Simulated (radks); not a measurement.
Problem. These are the eigenvalues of the occupied orbitals of an atom or ion with whole-number occupations (eV). All-electron calculation, scalar-relativistic Kohn-Sham, PBE, spin-unpolarised, spherical densities, point nucleus. Program: a radial shooting solver on a logarithmic mesh with Libxc functionals.

| orbital | eigenvalue |
|---|---|
| 1s | -10644.85 |
| 2s | -1684.233 |
| 2p | -1521.322 |
| 3s | -505.6278 |
| 3p | -454.5418 |

Which element is it, and in what charge state? The configuration may be excited.

Solution. Z = 31, gallium, charge +13: Ga13+ in [Ar]. The list shows which subshells hold electrons but not how many an open one holds; the 1s level, -391.19 hartree, gives Z - s = 28.0 by -(Z - s)^2/2, which with screening and relativity narrows Z to a few neighbours, and the depths of the outer levels then fix element, charge and occupations together.
